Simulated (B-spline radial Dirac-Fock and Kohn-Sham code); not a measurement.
## Relativistic shifts of the levels of B⁺

System: boron as B⁺ in the configuration [He] 2s2.

Both columns are ΔSCF binding energies of the configuration average from a radial finite-basis atomic code: non-relativistic Hartree-Fock with a point nucleus, and Dirac-Fock with a finite nucleus and the Coulomb interaction alone, averaged over the two j levels with weights 2j+1.

```tsv
shell	Hartree-Fock (eV)	Dirac-Fock (eV)	shift (eV)	shift (%)
1s	217.6	217.7	+0.06	+0.03
2s	23.44	23.45	+0.01	+0.03
```

Relativity binds 1s, 2s more strongly, among those listed most of all 2s in relative terms.

Values without a named source are computed, but for edge energies of neutral atoms, which are taken from tables.
